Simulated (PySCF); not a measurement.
Ni(CO) (CNiO), SMILES [C-](#[O+])->[Ni], multiplicity 1.

Geometry optimised at PBE0-D3(BJ)/def2-TZVP. The multiplicity is an assumed one; other spin states were not compared.

Calculation: M06-2X/def2-TZVPD in PySCF.

Computed frontier levels, gap, dipole moment and polarisability:
The highest occupied level is -7.17 eV and the lowest empty level is -1.20 eV. The orbital gap is 5.96 eV, the dipole moment is 3.14 D and the quadrupole, principal values (traceless, Buckingham form, about the centre of nuclear charge) is -0.67, -0.67, 1.34 D·Å. The mean static polarisability is 40.3 bohr³ (5.98 Å³). The polarisability, principal values is 34.1, 34.1, 52.7 bohr³.
